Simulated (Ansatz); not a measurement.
Reaction (ligand exchange at a B–Se bond): `NB[SeH]` + `[SH][GeH3]` → `NB[S][GeH3]` + H₂Se

Gas-phase electronic energies from Ansatz, PBE0-D4/def2-TZVP geometries. CBS: MP2 limit from def2 TZ/QZ plus the TZ coupled-cluster correction, frozen cores. Functionals use def2-TZVPP. For Ge, Se outer-core shells are correlated without core-valence functions, which leaves a few kJ/mol of doubt a bond. Scalar relativity is left out up to krypton. Each species was taken in one conformer, which may not be the lowest.

| species | revPBE-D4 energy (Eh) |
| --- | --- |
| `NB[SeH]` | -2483.44867 |
| `[SH][GeH3]` | -2477.40223 |
| `NB[S][GeH3]` | -2558.29909 |
| H₂Se | -2402.55514 |

Problem. Work out ΔE.

Solution. ΔE = (-2558.29909) + (-2402.55514) − (-2483.44867) − (-2477.40223) = -0.00333 Eh = -8.7 kJ/mol. CCSD(T)/CBS gives -6.0 kJ/mol.

Largest T1 diagnostic among the species: 0.012.

At CCSD(T), def2-SVP lies −7.1 kJ/mol from the extrapolated value and def2-TZVPP −0.8 kJ/mol. Leaving LDA and LC-ωPBE aside and taking each functional with its dispersion term where it has one, the values, not all of them listed here, spread over 5.9 kJ/mol, from B97M-V to B2PLYP. LDA lies −3.5 kJ/mol from PBE without D4.
